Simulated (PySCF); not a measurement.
Se(Cl)2 cation (Cl2Se), SMILES Cl[Se]Cl (connectivity only; charge and spin as stated), charge +1, multiplicity 2. Geometry optimised at PBE-D3(BJ)/def2-TZVP. The multiplicity is an assumed one; other spin states were not compared. The isomer is the one that the SMILES or the coordinates give; other isomers of the formula were not compared.

Method: PBE-D3(BJ)/def2-TZVP in PySCF.

Harmonic wavenumbers (cm⁻¹): 169, 447, 457. Rotational constants (GHz): 8.313, 2.564, 1.959; symmetry number 2.

Question: Work out the zero-point energy and the ideal-gas rigid-rotor harmonic-oscillator thermochemistry at 298.15 K and 1 atm.

Answer: ZPE = ½ Σ hcν = ½ × 1073 cm⁻¹ = 1.53 kcal/mol. H − E(el) = 4.62 kcal/mol. Entropy in cal/(mol K): translation 40.92, rotation 25.07, vibration 4.02, spin 1.38, total 71.39. G − E(el) = -16.67 kcal/mol. Cp = 12.54 cal/(mol K).
